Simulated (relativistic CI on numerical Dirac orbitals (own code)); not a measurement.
**Hyperfine structure of Pm LII, mass number 147**

Calculated at this level of theory: Dirac-Coulomb-Breit CI, orbitals from a KLI potential per configuration, model QED (radiative potential, 1s self-energy scaled to tabulated hydrogen-like ionisation energies), unscaled Slater integrals (own radial code, finite nucleus).

Configuration list (outside the closed core 1s2): 2s2 2p6, 2s2 2p5 3s, 2s2 2p5 3p, 2s2 2p5 3d, 2s 2p6 3s, 2s 2p6 3p, 2s 2p6 3d, 2s2 2p5 4s, 2s2 2p5 4p, 2s2 2p5 4d, 2s2 2p5 4f, 2s 2p6 4s, 2s2 2p4 3s2, 2s 2p6 4p, 2s 2p6 4d, 2s2 2p4 3s 3p. Levels of other configurations are missing.

Nuclear spin I = 7/2, μ = 2.58 μN, Q = 0.74 b (tables of Stone and Pyykkö). The electronic factors are computed for point nuclear moments, without core polarisation or the Bohr-Weisskopf and QED corrections.

| Level | E (eV) | A (GHz) | B (GHz) |
| --- | --- | --- | --- |
| 2s2 2p5 3s 3P°_2 | 5499.93 | 730.8 | -615 |
| 2s2 2p5 3s 1P°_1 | 5506.49 | -96.02 | -299 |
| 2s2 2p5 3p 3D_2 | 5613.05 | 395.3 | -616 |
| 2s2 2p5 3p 3D_3 | 5764.71 | 202.4 | -445 |
| 2s2 2p5 3p 1P_1 | 5764.82 | 206.6 | 168 |
| 2s2 2p5 3p 3P_2 | 5774.59 | 202.1 | -1.91 |
| 2s2 2p5 3d 3P°_1 | 5896.54 | 157.6 | 211 |
| 2s2 2p5 3d 3F°_3 | 5899.50 | 182.1 | -586 |

Levels with J = 0, under 50 % of one LS term, or S terms without an open s electron are left out. Small factors come from cancelling terms and can be off by tens of per cent or more.

At this charge energies of transitions that change n are usually good to better than 1 %, and those within a shell (Δn = 0) to a few per cent.

(1) Give the hyperfine levels of 2s2 2p5 3s 3P°_2 relative to its centre of gravity.

## Answers

(1) With K = F(F + 1) − I(I + 1) − J(J + 1), E = AK/2 + B[¾K(K + 1) − I(I + 1)J(J + 1)]/[2I(2I − 1)J(2J − 1)]: F = 3/2: -6907, F = 5/2: -4805, F = 7/2: -2017, F = 9/2: 1305, F = 11/2: 4962 GHz.

LS names give the leading component of a level, which can be under half, so a name can repeat, a term be missing and a line seem to break the LS rules.
